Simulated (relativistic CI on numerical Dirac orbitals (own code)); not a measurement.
**One change at a time: Re⁶⁵⁺**

Base calculation: Dirac-Coulomb-Breit CI, KLI orbitals optimised for each configuration, model QED, unscaled Slater integrals.

Configurations in the expansion (outside the closed core 1s2): 2s2.2p6, 2s2.2p5.3s, 2s2.2p5.3p, 2s2.2p5.3d, 2s.2p6.3s, 2s.2p6.3p, 2s.2p6.3d, 2s2.2p5.4s, 2s2.2p5.4p, 2s2.2p5.4d, 2s2.2p5.4f, 2s2.2p4.3s2, 2s2.2p4.3s.3p, 2s.2p6.4s, 2s.2p6.4p, 2s2.2p4.3s.3d. Levels of other configurations are missing.

Variants: (1) valence Slater integrals scaled by 0.9; (2) configuration mixing switched off; (3) one mean potential for all configurations. Shifts of the energy above 2s2.2p6 1S_0, in eV, for the lowest level and the first level of each name with at least 55 % of one term (blank where a level changes its place among those of its configuration and J or its character, or is not in the variant):

```tsv
Level	Base	Δ(1)	Δ(2)	Δ(3)
2s2.2p6 1S_0	0.0	0.0	0.0	0.0
2s2.2p5.3s 3P°_2	8529.9	+0.3	+0.2	-2.0
2s2.2p5.3s 1P°_1	8538.7	-0.5	+0.3	-2.0
2s2.2p5.3p 3D_3	9086.3	+0.6	-0.2	-2.0
2s2.2p5.3p 1P_1	9086.8	+0.6	+0.2	-2.0
2s2.2p5.3p 3P_2	9099.6	-0.6	-0.2	-2.0
2s2.2p5.3p 1S_0	9158.2	-6.1	+0.6	-1.1
2s2.2p5.3d 3P°_0	9248.0	+1.9	+0.1	-2.2
2s2.2p5.3d 3P°_1	9258.2	+0.8	-0.1	-2.2
2s2.2p5.3d 3F°_4	9347.8	+0.9	-0.4	-2.2
2s2.2p5.3d 3D°_3	9365.4	-0.6	-0.4	-2.1
2s2.2p5.3d 1P°_1	9395.2	-3.9	+0.2	-2.0
2s2.2p5.3s 3P°_0	10005.9	+0.5	+0.6	-1.7
2s2.2p5.3s 3P°_1	10009.4	0.0	+0.1	-1.7
```

At this charge energies of transitions that change n are usually good to better than 1 %, and those within a shell (Δn = 0) to a few per cent.

Ionisation energy from the two ground configurations alone: base 16073.3 eV. The NIST ASD value (theoretical) is 16080 eV.

LS names give the leading component of a level, which can be under half, so a name can repeat, a term be missing and a line seem to break the LS rules.
